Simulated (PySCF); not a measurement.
r2SCAN on Tc⁻ (technetium, charge -1), [Kr] 4d6 5s2, high-spin 5D determinant. Calculation: PySCF 2.14, in def2-QZVPPD with the def2 core potential (28 electrons); scalar relativity through the core potential.

```
cycle= 1 E= -80.761855561096  delta_E= -0.0152  |g|= 0.041  |ddm|= 1.22
cycle= 2 E= -80.7611921686663  delta_E= 0.000663  |g|= 0.055  |ddm|= 0.354
cycle= 3 E= -80.7626271356812  delta_E= -0.00143  |g|= 0.00897  |ddm|= 0.0854
cycle= 4 E= -80.7626678825352  delta_E= -4.07e-05  |g|= 0.000829  |ddm|= 0.0443
cycle= 5 E= -80.7626693293217  delta_E= -1.45e-06  |g|= 0.000234  |ddm|= 0.0193
cycle= 6 E= -80.762669461167  delta_E= -1.32e-07  |g|= 4.36e-05  |ddm|= 0.00439
cycle= 7 E= -80.7626694638306  delta_E= -2.66e-09  |g|= 1e-05  |ddm|= 0.000245
cycle= 8 E= -80.7626694639418  delta_E= -1.11e-10  |g|= 1.48e-06  |ddm|= 0.000107
converged SCF energy = -80.7626694639418  <S^2> = 6.077195  2S+1 = 5.0307832
```

Highest occupied orbital energy: 2.490 eV; ⟨L²⟩ = 6.07; populations by l: s 3.99, p 6.00, d 6.01, f 0.00.

Task: Can this result be used?

Result: With care. The run converged. Energies and moments cover only the electrons outside the core potential. ⟨S²⟩ = 6.08 against 6.00 shows spin contamination. At r2SCAN the highest occupied level has a positive energy, so only the finite basis holds that electron; in a semilocal or global hybrid functional this comes from self-interaction and does not mean that the real anion is unbound.
